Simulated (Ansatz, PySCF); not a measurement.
Reaction R1 → P1 + P2, each structure at its B3LYP-D3(BJ)/def2-TZVP stationary point, reached from a drawn start (curvature not checked).
R1: CH3Cl3Si (SMILES C[Si](Cl)(Cl)Cl), charge 0, multiplicity 1.
P1: CH2Cl2Si (SMILES C=[Si](Cl)Cl), charge 0, multiplicity 1.
P2: HCl (SMILES Cl), charge 0, multiplicity 1.

P less R. No zero-point or thermal terms.

Cores are frozen in the correlated methods.

Codes used: Ansatz (Gaussian basis) for Hartree–Fock, density functionals and correlated methods; PySCF for the D3/D4 terms. Each number belongs to the level named beside it.

Total energies in hartree:

```tsv
structure	PBE/def2-TZVPP	B3LYP-D3(BJ)/def2-TZVPP	CCSD(T)/cc-pV(T+d)Z
R1	-1709.481212	-1710.332718	-1708.283908
P1	-1248.725807	-1249.362707	-1247.810671
P2	-460.627412	-460.836834	-460.339793
```

Task: Work out the reaction energy at each level in kcal/mol (1 hartree = 627.50947 kcal/mol), and say how far PBE/def2-TZVPP lies from CCSD(T)/cc-pV(T+d)Z.

Result: 
- PBE/def2-TZVPP: (-1248.725807) + (-460.627412) − (-1709.481212) = 0.127993 hartree = 80.32 kcal/mol
- B3LYP-D3(BJ)/def2-TZVPP: (-1249.362707) + (-460.836834) − (-1710.332718) = 0.133177 hartree = 83.57 kcal/mol
- CCSD(T)/cc-pV(T+d)Z: (-1247.810671) + (-460.339793) − (-1708.283908) = 0.133444 hartree = 83.74 kcal/mol
PBE/def2-TZVPP less CCSD(T)/cc-pV(T+d)Z: -3.42 kcal/mol. CCSD(T)/cc-pV(T+d)Z is the level counted from, the highest shown, and no exact or measured value.

Ansatz is a program for electronic structure.
